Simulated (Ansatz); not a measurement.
Ansatz (an electronic-structure program) input:

Ansatz 0.2 input:
```yaml
crystal:
  periodic: [false, false, false]
  atoms:
    - {symbol: C, position_ang: [-0.89760648, 0.78145504, 1.74876241]}
    - {symbol: Si, position_ang: [-0.21881019, 0.30457510, 0.06396228]}
    - {symbol: C, position_ang: [-0.73372759, 1.55934615, -1.23537752]}
    - {symbol: P, position_ang: [-0.92833600, -1.80209377, -0.39955690]}
    - {symbol: P, position_ang: [2.04947584, 0.33331718, 0.18998478]}
    - {symbol: H, position_ang: [-1.98982092, 0.79912486, 1.73400367]}
    - {symbol: H, position_ang: [-0.58340230, 0.07294430, 2.51687433]}
    - {symbol: H, position_ang: [-0.54742897, 1.77465459, 2.03784914]}
    - {symbol: H, position_ang: [-0.33617581, 1.29589004, -2.21678029]}
    - {symbol: H, position_ang: [-0.37058900, 2.55677705, -0.97665823]}
    - {symbol: H, position_ang: [-1.82213826, 1.60162683, -1.31425657]}
    - {symbol: H, position_ang: [-0.45531264, -1.77806411, -1.73719677]}
    - {symbol: H, position_ang: [-2.24769328, -1.41456138, -0.76184567]}
    - {symbol: H, position_ang: [2.24391153, -0.31893181, -1.05560797]}
    - {symbol: H, position_ang: [2.14289926, -0.86666998, 0.94141897]}
basis:
  gaussian:
    orbitals: def2-TZVPD
hamiltonian:
  xc: {name: CAM-B3LYP}
total_charge: 1
magnetization: {spin_polarized: true, initial_magnetization: 1}
```

Which total energy does the run end on?

-1054.15896 Eh (CAM-B3LYP/def2-TZVPD). The basis has 293 functions.

This state (charge 1, doublet) is run at the relaxed geometry of the species with charge 0 and multiplicity 1.
